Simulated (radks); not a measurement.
Results of a calculation; reference values are marked as such.
The tungsten ion W6+, configuration [Xe] 4f(5/2: 5, 7/2: 8) 5d(3/2: 1, 5/2: 0) (not the ground configuration). Code: a radial shooting solver on a logarithmic mesh with Libxc functionals. Model: Dirac Kohn-Sham, relativistic LDA (MacDonald-Vosko exchange, VWN5 correlation), spin-unpolarised, spherical densities, finite nucleus; Fermi nuclear charge, rms radius 5.3658 fm.

Normalised radial functions P(r) = r R(r) (large component), r in bohr:

r	4f5/2	5d3/2	5d5/2
0.001188	0.0000	0.0000	0.0000
0.001816	0.0000	0.0001	0.0000
0.002775	0.0000	0.0002	0.0001
0.00424	0.0000	0.0004	0.0003
0.006479	0.0000	0.0013	0.0008
0.009822	0.0001	0.0036	0.0026
0.01501	0.0004	0.0101	0.0081
0.02293	0.0019	0.0276	0.0236
0.03505	0.0079	0.0692	0.0620
0.05355	0.0309	0.1511	0.1405
0.08183	0.1060	0.2623	0.2521
0.124	0.2991	0.3001	0.3003
0.1895	0.6810	0.0876	0.1060
0.2896	1.1442	-0.3297	-0.3084
0.4426	1.3315	-0.4115	-0.4208
0.6763	1.0458	0.1681	0.1279
1.025	0.5532	0.8216	0.7926
1.567	0.1743	0.8616	0.8689
2.394	0.0256	0.3820	0.4000
3.658	0.0011	0.0573	0.0626

4f5/2: eigenvalue -121.27 eV, 0 radial nodes, <r> = 0.580 bohr, 90 % of the charge inside 0.948 bohr. 5d3/2: eigenvalue -74.825 eV, 2 radial nodes at r = 0.208, 0.615 bohr, <r> = 1.47 bohr, 90 % of the charge inside 2.15 bohr. 5d5/2 (empty): eigenvalue -73.368 eV, 2 radial nodes at r = 0.213, 0.629 bohr, <r> = 1.50 bohr, 90 % of the charge inside 2.19 bohr.
